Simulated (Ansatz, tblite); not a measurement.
Removing and adding an electron: `FC(F)(F)c1ccc(-c2ccc(-c3ccc(C(F)(F)F)cc3)cc2)cc1`. Charge 0, multiplicity 1. Geometry: r2SCAN-D4/def2-SVP. Ansatz, gas phase; energy differences of separate SCF runs; the oxidised species was run as a doublet alone; the reduced species was run as a doublet alone.

The xTB rows come from tblite. Single mean-field runs in def2-TZVP are fitted with def2-universal-jkfit.

| level | −HOMO (eV) | vertical IE (eV) | −LUMO (eV) | vertical EA (eV) | HOMO–LUMO gap (eV) | IE − EA (eV) | remarks |
| --- | --- | --- | --- | --- | --- | --- | --- |
| GFN1-xTB | 11.95 | 13.90 | 8.86 | 6.97 | 3.09 | 6.93 | – |
| GFN2-xTB | 11.08 | 13.12 | 7.98 | 6.05 | 3.11 | 7.07 | – |
| PBE-D4/def2-TZVP | 5.96 | 7.84 | 2.72 | 1.02 | 3.24 | 6.82 | HOMO above zero (-1 doublet) |
| PBE0-D4/def2-TZVP | 6.83 | 8.10 | 1.99 | 0.84 | 4.84 | 7.26 | HOMO above zero (-1 doublet) |

   A HOMO above zero means that the electron is unbound at that level or that self-interaction error raises the level; the energy of removing that electron tells which. Raw xTB energy differences between charge states are shifted by several eV; the methods need an empirical correction for them. Sets without diffuse functions give affinities that are too small.
